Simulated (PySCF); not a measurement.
## Spin states and ions at one geometry of WF4

PySCF 2.14.0, RKS PBE0, W def2-SVP with ECP60, F def2-SVP; non-relativistic Hamiltonian with scalar-relativistic core potentials where named; density fitting; no spin-orbit coupling; singlets restricted, open shells unrestricted. The geometry is relaxed for charge 0, singlet, vacuum:

```xyz
5

W     0.0000    0.0000    0.0000
F     1.7980    0.0000    0.3536
F     0.0000    1.7980   -0.3536
F    -1.7980    0.0000    0.3536
F     0.0000   -1.7980   -0.3536
```

Energies count from the relaxed state; an electron taken off or put on is at rest in vacuum. Charges and spins are Mulliken's.

| state | energy (eV) | spin squared | charge on W1 (e) | spin on W1 (e) | dipole about the centre of mass (D) |
| --- | --- | --- | --- | --- | --- |
| charge 0, singlet, vacuum | 0.00 | 0.00 | 1.21 | 0.00 | 0.00 |
| charge 0, triplet, vacuum | 0.58 | 2.01 | 1.32 | 1.91 | 0.08 |
| charge 0, quintet, vacuum | 6.82 | 6.01 | 0.98 | 2.74 | 0.00 |
| charge -1, doublet, vacuum | -1.12 | 0.75 | 0.58 | 0.91 | 0.04 |

Question: What does the state charge +1, doublet, vacuum give?

Answer: energy (eV) 9.65, spin squared 0.75, charge on W1 (e) 1.78, spin on W1 (e) 1.06, dipole about the centre of mass (D) 0.00.

With an electron taken off (doublet) the charges change, summed by element, by W +0.57 e, F +0.43 e. The vertical ionisation energy is 9.65 eV, against −ε(HOMO) = 7.30 eV of the relaxed state. The level lies 2.4 eV too high, as is usual for semilocal functionals and global hybrids, which keep a self-interaction error.

With an electron put on (doublet) the charges change, summed by element, by W -0.63 e, F -0.37 e. The vertical electron affinity is 1.12 eV, against −ε(LUMO) = 3.42 eV of the relaxed state. The basis has no diffuse functions, which an added electron needs. The added electron's level lies above zero.

Open shells may have lower solutions than those found.
